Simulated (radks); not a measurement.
Problem. These are the eigenvalues of the occupied orbitals of an atom or ion with whole-number occupations (Ry). All-electron calculation, scalar-relativistic Kohn-Sham, LDA (Slater exchange, Perdew-Wang correlation), spin-polarised, spherical densities, finite nucleus; Fermi nuclear charge, rms radius of each element as measured or else 0.836 A^(1/3) + 0.57 fm. Program: a radial shooting solver on a logarithmic mesh with Libxc functionals.

1s up: -2629.559
1s down: -2629.553
2s up: -413.7116
2s down: -413.7078
2p up: -371.4846
2p down: -371.4807
3s up: -87.05594
3s down: -87.05048
3p up: -73.46198
3p down: -73.45645
3d up: -53.44415
3d down: -53.43899
4s up: -17.50601
4s down: -17.49468
4p up: -13.15209
4p down: -13.13907
4d up: -6.80987
4d down: -6.79098
5s up: -3.23247
5p up: -2.19463
5p down: -2.14585

Which element is it, and in what charge state? The configuration may be excited. Open shells, if any, are filled with parallel spins first.

Solution. Z = 55, caesium, charge +2: Cs2+ in [Kr] 4d10 5s1 5p6. The list shows which subshells hold electrons but not how many an open one holds; the 1s level, -1314.8 hartree, gives Z - s = 51.3 by -(Z - s)^2/2, which with screening and relativity narrows Z to a few neighbours, and the depths of the outer levels then fix element, charge and occupations together.
